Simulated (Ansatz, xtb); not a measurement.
CH5Al2Cl: where a starting geometry ends

The starting geometry of this gas-phase singlet was built from a drawn formula by distance geometry and a force field; its bonds are those of `[AlH2][CH2][AlH][Cl]`.

```yaml
atoms:
  - { symbol: C, position_ang: [-0.2853, -1.2047, -1.0996] }
  - { symbol: Al, position_ang: [1.1259, -1.7077, 0.2364] }
  - { symbol: Al, position_ang: [-1.8411, -0.4651, -0.1158] }
  - { symbol: Cl, position_ang: [-3.8228, -1.4760, -0.3219] }
  - { symbol: H, position_ang: [1.7222, -0.6346, 1.2173] }
  - { symbol: H, position_ang: [1.6134, -3.2428, 0.2873] }
  - { symbol: H, position_ang: [0.1187, -0.4284, -1.7281] }
  - { symbol: H, position_ang: [-0.5797, -2.0756, -1.6877] }
  - { symbol: H, position_ang: [-1.7285, 0.8049, 0.8265] }
```

**Question.** Predict what becomes of its bonds when it is optimised with r2SCAN-D4/def2-SVP.

**Answer.** It keeps its bonds, and is `[AlH2][CH2][AlH][Cl]`.

The energy falls by 0.25 eV over 23 steps:

```csv
step,E − E(last) (eV)
1,0.247
3,0.031
6,0.012
8,0.004
11,0.002
13,0.001
16,0.000
18,0.000
21,0.000
23,0.000
```

Final geometry (Å):

```tsv
atom	x (Å)	y (Å)	z (Å)
C	-0.2143	-0.9994	-0.9819
Al	1.0609	-1.8737	0.1989
Al	-1.8892	-0.4345	-0.2121
Cl	-3.2834	-1.9314	0.3386
H	1.9645	-0.9838	1.1615
H	1.1775	-3.4581	0.2196
H	0.2557	-0.0950	-1.4146
H	-0.4538	-1.7152	-1.7923
H	-2.2952	1.0611	0.0966
```

From the same start GFN2-xTB ends elsewhere, differing in Al2–Al3 (2.67 against 3.31 Å here).

The end wasn't checked by frequencies. Run with Ansatz 0.2.0, 49 s on 1 thread of Intel(R) Xeon(R) 6975P-C (Granite Rapids), on a shared host.
